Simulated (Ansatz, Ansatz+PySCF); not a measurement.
```xyz
3

O     0.0000    0.9058   -0.7725
H     0.0000    1.7222   -0.1184
Cl    0.0000   -0.5276    0.3705
```

Basis set: def2-SVP (spherical functions). Left uncorrelated: 6 orbitals. Charge 0, multiplicity 1.

Computed with Ansatz (development build ahead of 0.2.0); each method stands on the lowest determinant of its kind that the runs found. Restricted open shells among the atoms or ions are ROHF, correlated in semicanonical orbitals with singles.

Problem. Give the atomization energy at this shape (free ground-state atoms in the same class of orbitals less the molecule, no zero-point energy) of singlet HClO by RHF-CCSD(T), RHF-MP2, UHF-MP2, UHF, RHF.

Solution.

```
     method  atomization energy
RHF-CCSD(T)        576.0 kJ/mol
    RHF-MP2        586.2 kJ/mol
    UHF-MP2        556.7 kJ/mol
        UHF        258.4 kJ/mol
        RHF        279.6 kJ/mol
```

Caution: the shape is not the minimum. Caution for UHF-MP2: another reference gives a lower total. Caution for UHF-MP2, UHF: the unrestricted determinant is spin contaminated.
